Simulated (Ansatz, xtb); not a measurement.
## F4H2O2W: which of two structures lies lower

Structure a: a singlet given by its coordinates. Structure b: a singlet given by its coordinates. Both are isolated molecules in the gas phase, relaxed with PBE0-D4/def2-SVP.

a (Å):

```xyz
9

F    -1.2944    0.0878   -1.3865
F    -0.6903   -1.6315    0.3531
F    -1.2382    1.0364    0.9317
F     1.1467   -0.4756   -1.3906
O     0.5908    2.1509   -0.7935
O     1.3054    0.3094    1.1391
W     0.1360    0.6271   -0.2685
H    -1.3499   -1.6530   -0.3096
H     1.3939   -0.4516    1.7248
```

Close contacts (Å): F1–W7 1.89, F2–W7 2.48, F3–W7 1.87, F4–W7 1.87, O5–W7 1.67, O6–W7 1.86, F2–H8 0.94, O6–H9 0.96, W7–H8 2.72, W7–H9 2.59.

b (Å):

```tsv
atom	x (Å)	y (Å)	z (Å)
F	-0.6171	0.7631	-1.6118
F	1.0428	-1.0212	1.1968
F	-1.0763	0.6520	1.0506
F	1.3771	-0.8342	-1.3435
O	-1.0957	-1.4505	-0.2738
O	1.1391	1.4242	0.2316
W	0.1626	-0.0985	-0.1584
H	-1.9569	-1.6351	0.1171
H	1.0245	2.2001	0.7915
```

Close contacts (Å): F1–W7 1.86, F2–W7 1.86, F3–W7 1.89, F4–W7 1.85, O5–W7 1.85, O6–W7 1.85, O5–H8 0.96, O6–H9 0.96, W7–H8 2.63, W7–H9 2.63.

Energies in hartree; the thermal terms are from GFN2-xTB frequencies at re-optimised GFN2-xTB minima (ideal gas, soft modes damped towards free rotors, one conformer each, 298.15 K, 1 atm) and include the zero-point energy:

|  | a | b |
| --- | --- | --- |
| E, CCSD(T)/def2-SVP | −616.309020 | −616.298315 |
| E, MP2/def2-SVP | −616.305102 | −616.281576 |
| E, MP2/def2-TZVPP | −617.530944 | −617.510924 |
| zero-point energy | 0.029689 | 0.029446 |
| H(298 K) − E | 0.041422 | 0.041597 |
| G(298 K) − E | −0.006178 | −0.005027 |

Task: Correct the CCSD(T) difference for the basis set by the MP2 change, then work out ΔE, ΔE₀, ΔH and ΔG for a → b in kcal/mol (1 Eh = 627.51 kcal/mol) and the equilibrium ratio [b]/[a].

Result: 1. Differences b − a: CCSD(T) +0.010705, MP2 in the small set +0.023526, MP2 in the large set +0.020020 Eh.
2. ΔE = +0.010705 + (+0.020020 − (+0.023526)) = +0.007199 Eh = +4.52 kcal/mol.
3. ΔE₀ = ΔE + ΔZPE = +0.007199 + (−0.000243) Eh = +4.36 kcal/mol.
4. ΔH = ΔE + (+0.000175) Eh = +4.63 kcal/mol.
5. ΔG = ΔE + (+0.001151) Eh = +5.24 kcal/mol, so ΔS = (ΔH − ΔG)/T = −8.6 J/(mol K).
6. kT = 0.9442 mEh, so K = [b]/[a] = exp(−ΔG/kT) = exp(−8.84) ≈ 1.4 × 10^−4.

Structure a is favoured at this temperature. An error of 1 kcal/mol in ΔG would change K by a factor of 5.4. PBE0-D4/def2-SVP gave ΔE the other sign. Large T1 diagnostics make the coupled-cluster value less sure. Mirror images and further conformers aren't counted.

Other levels gave ΔE = −1.6 (PBE0-D4/def2-SVP); +1.1 (HF/def2-SVP); +14.8 (MP2/def2-SVP); +6.7 (CCSD(T)/def2-SVP) kcal/mol. The correlated steps freeze 6 core orbitals. Atoms past krypton carry core potentials in the def2 sets, without spin–orbit terms. Programs: Ansatz 0.2.0, xtb 6.7.1.
